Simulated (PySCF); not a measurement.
C3H7FOSi, SMILES CC(=O)[Si@H](F)C.

Geometry optimised at B3LYP-D3(BJ)/def2-SVP. The structure was generated by enumeration; whether it is a known compound was not checked. Other conformers were not sampled.

Two levels are set side by side: PBE/def2-TZVP (PySCF) and HF/def2-TZVP (PySCF). Same geometry, gas phase. Differences are taken from unrounded values.

```json
[
 {"quantity": "orbital gap (eV)", "HF": "13.36"},
 {"quantity": "highest occupied level (eV)", "HF": "-10.66"},
 {"quantity": "lowest empty level (eV)", "HF": "2.70"},
 {"quantity": "dipole moment (D)", "HF": "1.26"},
 {"quantity": "mean polarisability (bohr³)", "HF": "57.7"}
]
```

### Question
What does PBE give, and how far is it from HF? (The exact figures need the calculation; the answer reports its results.)

### Answer

| quantity | PBE | PBE minus HF |
|---|---|---|
| orbital gap (eV) | 3.06 | -10.30 |
| highest occupied level (eV) | -5.51 | 5.15 |
| lowest empty level (eV) | -2.45 | -5.15 |
| dipole moment (D) | 0.98 | -0.28 |
| mean polarisability (bohr³) | 66.2 | 8.5 |

PBE's occupied levels lie high since its potential decays too fast outside the molecule; exact exchange lowers them and widens the gap. PBE's more diffuse valence density responds more strongly to a field. Differences between two approximate levels are no errors against the true value.

Rough cost on one machine, each run with all the roots and properties that it gave: HF against PBE about 1/3.
